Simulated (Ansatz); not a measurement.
The same molecule with X = O, S, Se. Ansatz, PBE0-D4/def2-TZVP geometries, multiplicity 1. Each molecule was computed in one conformer, which needn't be the lowest.

Scalar relativity is left out up to krypton.

```json
{"X": "O", "molecule": "`N[SiH2]O[SiH3]`", "mean X–Si bond length / Å": "1.635", "HOMO–LUMO gap (ωB97M-V/def2-TZVPP) / eV": "12.23", "LUMO energy (PBE/def2-TZVPP) / eV": "-0.55", "HOMO energy (PBE/def2-TZVPP) / eV": "-6.42"}
{"X": "S", "molecule": "`N[SiH2]S[SiH3]`", "mean X–Si bond length / Å": "2.143", "HOMO–LUMO gap (ωB97M-V/def2-TZVPP) / eV": "11.09", "LUMO energy (PBE/def2-TZVPP) / eV": "-0.77", "HOMO energy (PBE/def2-TZVPP) / eV": "-6.04"}
```

Task: Give the row for X = Se, `N[SiH2][Se][SiH3]`. (Best estimate.)

Result: The calculation gave: 
```json
{"X": "Se", "molecule": "`N[SiH2][Se][SiH3]`", "mean X–Si bond length / Å": "2.284", "HOMO–LUMO gap (ωB97M-V/def2-TZVPP) / eV": "10.61", "LUMO energy (PBE/def2-TZVPP) / eV": "-0.94", "HOMO energy (PBE/def2-TZVPP) / eV": "-5.79"}
```

From O to Se the mean X–Si bond length rises at each step, by 0.649 Å in all; the HOMO–LUMO gap (ωB97M-V/def2-TZVPP) falls at each step, by 1.62 eV in all; the LUMO energy (PBE/def2-TZVPP) falls at each step, by 0.39 eV in all; the HOMO energy (PBE/def2-TZVPP) rises at each step, by 0.63 eV in all. Bonds lengthen as the atom grows down the group.

Spin–orbit coupling is left out; it splits and shifts lone-pair levels of the heavy atoms by tenths of an eV.
